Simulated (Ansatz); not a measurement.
Gas-phase electronic energies from Ansatz, PBE0-D4/def2-TZVP geometries. CBS: MP2 limit from def2 TZ/QZ plus the TZ coupled-cluster correction, frozen cores. DFT in def2-TZVPP. For Se outer-core shells are correlated without core-valence functions, which leaves a few kJ/mol of doubt a bond. Scalar relativity is left out up to krypton. Each species was taken in one conformer, which may not be the lowest.

Consider the ligand exchange at the Si–C bond: `[SiH3]C[SeH]` + `C=NCS` → `C=NCS[SiH3]` + `C[SeH]`.

```tsv
level	ΔE (kcal/mol)
B97M-V	-15.4
PBE0-D4	-15.2
ωB97M-V	-14.5
B2PLYP	-14.5
r2SCANh	-15.2
LC-ωPBE	-14.3
MP2/def2-TZVPP	-14.8
CCSD/CBS(def2)	-14.0
```

**Question.** What does CCSD(T)/CBS give? (An estimate is asked.)

**Answer.** Ansatz gave: -14.2 kcal/mol. The listed levels differ from it by -1.2, -1.0, -0.3, -0.3, -1.0, -0.1, -0.6, 0.2 kcal/mol.

Largest T1 diagnostic among the species: 0.012.

Leaving LDA and LC-ωPBE aside and taking each functional with its dispersion term where it has one, the values, not all of them listed here, spread over 1.2 kcal/mol, from revPBE-D4 to CAM-B3LYP-D4.
